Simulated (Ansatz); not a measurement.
`[CH3][Al]1[CH2][SiH2]1` and `CB1C[SiH2]1` differ in one element.

Ansatz, PBE0-D4/def2-TZVP geometries, multiplicity 1. 

```tsv
property	`[CH3][Al]1[CH2][SiH2]1`
HOMO energy (PBE/def2-TZVPP) / eV	-4.85
size of the dipole moment (PBE/def2-TZVPP) / D	2.07
HOMO–LUMO gap (PBE0/def2-TZVPP) / eV	4.38
HOMO energy (B3LYP/def2-TZVPP) / eV	-5.64
HOMO energy (ωB97M-V/def2-TZVPP) / eV	-7.78
ideal-gas entropy at 298 K and 1 bar (rigid rotor, harmonic PBE0-D4/def2-TZVP) / J/(mol·K)	355
```

(1) Give the same properties after the change, and the shifts. (Estimate.)

Answers

(1) The calculation gave: 
```json
{"property": "HOMO energy (PBE/def2-TZVPP) / eV", "`CB1C[SiH2]1`": "-5.51", "shift": "-0.66"}
{"property": "size of the dipole moment (PBE/def2-TZVPP) / D", "`CB1C[SiH2]1`": "0.49", "shift": "-1.58"}
{"property": "HOMO–LUMO gap (PBE0/def2-TZVPP) / eV", "`CB1C[SiH2]1`": "5.31", "shift": "0.93"}
{"property": "HOMO energy (B3LYP/def2-TZVPP) / eV", "`CB1C[SiH2]1`": "-6.35", "shift": "-0.71"}
{"property": "HOMO energy (ωB97M-V/def2-TZVPP) / eV", "`CB1C[SiH2]1`": "-8.60", "shift": "-0.82"}
{"property": "ideal-gas entropy at 298 K and 1 bar (rigid rotor, harmonic PBE0-D4/def2-TZVP) / J/(mol·K)", "`CB1C[SiH2]1`": "323", "shift": "-32"}
```

With PBE0 the HOMO falls by 0.71 eV and the LUMO rises by 0.21 eV, so the gap widens by about 0.92 eV. PBE moves the HOMO by -0.66 eV and ωB97M-V by -0.82 eV. Dipoles are sizes alone; their direction can turn. Modes under 60 cm⁻¹, often nearly free rotors, make the harmonic entropy too high.

B3LYP here is the variant with VWN-RPA as its local correlation; programs differ in this.
